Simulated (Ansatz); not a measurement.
Geometry optimisation, DFT PBEsol, scalar-relativistic, plane waves, PAW in Ansatz 0.2.0.

input.yaml

```yaml
crystal:
  lattice:
    - [7.67918, 0.0, 0.0]
    - [0.0, 15.358359, 0.0]
    - [0.0, 0.0, 20.2555]
  atoms:
    - { symbol: H, position: [0.40939201, 0.0, 0.04936931] }
    - { symbol: H, position: [0.09060797, 0.0, 0.04936931] }
    - { symbol: H, position: [0.90939198, 0.0, 0.04936931] }
    - { symbol: H, position: [0.59060795, 0.0, 0.04936931] }
    - { symbol: H, position: [0.40939201, 0.25, 0.04936931] }
    - { symbol: H, position: [0.09060797, 0.25, 0.04936931] }
    - { symbol: H, position: [0.90939198, 0.25, 0.04936931] }
    - { symbol: H, position: [0.59060795, 0.25, 0.04936931] }
    - { symbol: H, position: [0.40939201, 0.50000001, 0.04936931] }
    - { symbol: H, position: [0.09060797, 0.50000001, 0.04936931] }
    - { symbol: H, position: [0.90939198, 0.50000001, 0.04936931] }
    - { symbol: H, position: [0.59060795, 0.50000001, 0.04936931] }
    - { symbol: H, position: [0.40939201, 0.75000001, 0.04936931] }
    - { symbol: H, position: [0.09060797, 0.75000001, 0.04936931] }
    - { symbol: H, position: [0.90939198, 0.75000001, 0.04936931] }
    - { symbol: H, position: [0.59060795, 0.75000001, 0.04936931] }
    - { symbol: Si, position: [0.24999999, 0.0, 0.09209844] }
    - { symbol: Si, position: [0.74999997, 0.0, 0.09209844] }
    - { symbol: Si, position: [0.24999999, 0.25, 0.09209844] }
    - { symbol: Si, position: [0.74999997, 0.25, 0.09209844] }
    - { symbol: Si, position: [0.24999999, 0.50000001, 0.09209844] }
    - { symbol: Si, position: [0.74999997, 0.50000001, 0.09209844] }
    - { symbol: Si, position: [0.24999999, 0.75000001, 0.09209844] }
    - { symbol: Si, position: [0.74999997, 0.75000001, 0.09209844] }
    - { symbol: Si, position: [0.24999999, 0.125, 0.15911728] }
    - { symbol: Si, position: [0.74999997, 0.125, 0.15911728] }
    - { symbol: Si, position: [0.24999999, 0.37500001, 0.15911728] }
    - { symbol: Si, position: [0.74999997, 0.37500001, 0.15911728] }
    - { symbol: Si, position: [0.24999999, 0.62500001, 0.15911728] }
    - { symbol: Si, position: [0.74999997, 0.62500001, 0.15911728] }
    - { symbol: Si, position: [0.24999999, 0.87500002, 0.15911728] }
    - { symbol: Si, position: [0.74999997, 0.87500002, 0.15911728] }
    - { symbol: Si, position: [0.0, 0.125, 0.22613611] }
    - { symbol: Si, position: [0.49999998, 0.125, 0.22613611] }
    - { symbol: Si, position: [0.0, 0.37500001, 0.22613611] }
    - { symbol: Si, position: [0.49999998, 0.37500001, 0.22613611] }
    - { symbol: Si, position: [0.0, 0.62500001, 0.22613611] }
    - { symbol: Si, position: [0.49999998, 0.62500001, 0.22613611] }
    - { symbol: Si, position: [0.0, 0.87500002, 0.22613611] }
    - { symbol: Si, position: [0.49999998, 0.87500002, 0.22613611] }
    - { symbol: Si, position: [0.0, 0.0, 0.29315495] }
    - { symbol: Si, position: [0.49999998, 0.0, 0.29315495] }
    - { symbol: Si, position: [0.0, 0.25, 0.29315495] }
    - { symbol: Si, position: [0.49999998, 0.25, 0.29315495] }
    - { symbol: Si, position: [0.0, 0.50000001, 0.29315495] }
    - { symbol: Si, position: [0.49999998, 0.50000001, 0.29315495] }
    - { symbol: Si, position: [0.0, 0.75000001, 0.29315495] }
    - { symbol: Si, position: [0.49999998, 0.75000001, 0.29315495] }
    - { symbol: Si, position: [0.24999999, 0.04845345, 0.35819901] }
    - { symbol: Si, position: [0.74999997, 0.04845345, 0.35819901] }
    - { symbol: Si, position: [0.24999999, 0.20154656, 0.34042606] }
    - { symbol: Si, position: [0.74999997, 0.20154656, 0.34042606] }
    - { symbol: Si, position: [0.24999999, 0.54845346, 0.35819901] }
    - { symbol: Si, position: [0.74999997, 0.54845346, 0.35819901] }
    - { symbol: Si, position: [0.24999999, 0.70154657, 0.34042606] }
    - { symbol: Si, position: [0.74999997, 0.70154657, 0.34042606] }
    - { symbol: Ti, position: [0.74999997, 0.70154657, 0.47767273] }
    - { symbol: Cl, position: [1.08333328, 0.65051553, 0.41842956] }
    - { symbol: Cl, position: [0.99693079, 0.65177158, 0.52322135] }
    - { symbol: Cl, position: [0.71269025, 0.83335422, 0.52322135] }
    - { symbol: Cl, position: [0.74999997, 0.70154657, 0.59467799] }
basis:
  ecutwfc: 420.0
kpoints:
  mp_grid: { grid: [2, 1, 1] }
hamiltonian:
  xc: pbesol
  pseudopotentials: { kind: paw, azcp: { folder: soft_1 } }
scf:
  occupations: { method: fermi_dirac, width: 0.05 }
  lower_state_search: "off"
relax:
  f_tol: 0.03
  max_steps: 60
  adjacent_minimum: "off"
  constraints:
    - { sites: [0, 1, 2, 3, 4, 5, 6, 7, 8, 9, 10, 11, 12, 13, 14, 15, 16, 17, 18, 19, 20, 21, 22, 23] }
```

Run as:

```bash
$ ansatz run input.yaml --threads 4 --pin off --max-ram 10240MiB --backend cpu --events-out ev --progress --plain --runs-dir out
```

Problem. Where does it end, and by what steps?

Solution. The forces met the threshold. Limits of this set-up: coarse k mesh, slab without dipole correction, no dispersion correction for a molecule that may bind weakly, PAW files made for another functional. After 38 steps the energy has fallen by 9.272 eV; Cl61 moved furthest, 3.71 Å. Parted: Si53–Cl58 (2.36 → 3.72 Å), Ti57–Cl58 (2.93 → 4.30 Å), Cl58–Cl59 (2.22 → 3.70 Å).

```tsv
step	energy less start (eV)	largest force component (eV/Å)	accepted
0	0.0000	2.630	yes
2	-3.9827	1.859	yes
4	-5.9535	1.262	yes
6	-7.1989	0.682	yes
8	-7.8721	0.475	yes
10	-8.2758	0.540	yes
12	-8.5414	0.392	yes
14	-8.7184	0.171	yes
16	-8.7986	0.129	yes
18	-8.8690	0.196	yes
20	-8.9978	0.301	yes
22	-9.1148	0.171	yes
24	-9.1609	0.132	yes
26	-9.1847	0.065	yes
28	-9.2098	0.149	yes
30	-9.2300	0.121	yes
32	-9.2540	0.189	yes
34	-9.2673	0.070	yes
36	-9.2706	0.035	yes
38	-9.2716	0.007	yes
```

```xyz
61
Lattice="7.6792 0.0000 0.0000 0.0000 15.3584 0.0000 0.0000 0.0000 20.2555" Properties=species:S:1:pos:R:3
H 3.144 0.000 1.000
H 0.696 0.000 1.000
H 6.983 0.000 1.000
H 4.535 0.000 1.000
H 3.144 3.840 1.000
H 0.696 3.840 1.000
H 6.983 3.840 1.000
H 4.535 3.840 1.000
H 3.144 7.679 1.000
H 0.696 7.679 1.000
H 6.983 7.679 1.000
H 4.535 7.679 1.000
H 3.144 11.519 1.000
H 0.696 11.519 1.000
H 6.983 11.519 1.000
H 4.535 11.519 1.000
Si 1.920 0.000 1.865
Si 5.759 0.000 1.865
Si 1.920 3.840 1.865
Si 5.759 3.840 1.865
Si 1.920 7.679 1.865
Si 5.759 7.679 1.865
Si 1.920 11.519 1.865
Si 5.759 11.519 1.865
Si 1.920 1.924 3.154
Si 5.759 1.923 3.153
Si 1.920 5.750 3.244
Si 5.759 5.761 3.259
Si 1.917 9.597 3.152
Si 5.757 9.600 3.151
Si 1.920 13.435 3.266
Si 5.759 13.438 3.262
Si 0.000 1.868 4.456
Si 3.840 1.869 4.457
Si 0.010 5.764 4.639
Si 3.830 5.764 4.639
Si -0.004 9.600 4.468
Si 3.839 9.601 4.467
Si -0.002 13.456 4.659
Si 3.842 13.456 4.659
Si 0.003 0.078 5.959
Si 3.837 0.078 5.959
Si 0.007 3.774 5.925
Si 3.834 3.774 5.925
Si 0.119 7.741 5.942
Si 3.725 7.742 5.940
Si 0.010 11.439 5.906
Si 3.830 11.439 5.907
Si 1.920 0.482 7.289
Si 5.760 0.500 7.272
Si 1.920 2.641 6.539
Si 5.760 2.662 6.534
Si 1.923 8.383 7.336
Si 5.762 8.545 6.648
Si 1.920 10.803 7.111
Si 5.760 10.866 7.139
Ti 5.760 9.826 9.422
Cl 9.597 11.715 8.984
Cl 7.618 8.660 9.635
Cl 5.760 11.548 10.746
Cl 3.901 8.661 9.632
```

Whether the end is a true minimum wasn't checked by a vibrational analysis.

Run time: 9.4 min on 4 threads of Arm Neoverse V1, with other jobs on the host, peak memory 4.3 GiB.
